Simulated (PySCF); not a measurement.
**BePb: from constants to spectrum**

ωB97X constants of BePb, ³Σ⁻ (triplet), unpaired electrons π ↑↑ (basis Be aug-cc-pVDZ, Pb aug-cc-pVDZ-PP with ECP60; scalar-relativistic core potentials; PySCF 2.14; masses 9.0122 and 207.9766 u):

```
ωe              : 404.5 cm⁻¹
ωexe            : 5.12 cm⁻¹
Be              : 0.33651 cm⁻¹
αe              : 0.00459 cm⁻¹
D (centrifugal) : 9.32e-07 cm⁻¹
De to Be + Pb   : 0.85 eV
```

(1) Give the vibrational terms G(v) and spacings up to v = 6.

(2) How well does the Morse estimate ωe²/(4ωexe) reproduce De, and what is D0?

Spin–orbit coupling is left out, which matters for elements this heavy, above all for dissociation energies. The state was picked by a PBE0 search and need not be the measured ground state.

## Answers

(1) G(v) = ωe(v+½) − ωexe(v+½)².

```
v  G(v) (cm⁻¹)  G(v) − G(v−1)  Bv (cm⁻¹)
0          201                    0.3342
1          595            394     0.3296
2          979            384     0.3250
3         1353            374     0.3204
4         1717            364     0.3159
5         2070            353     0.3113
6         2413            343     0.3067
```

(2) It gives 0.99 eV, 117 % of the computed De. D0 = De − G(0) = 0.85 − 0.02 = 0.83 eV.
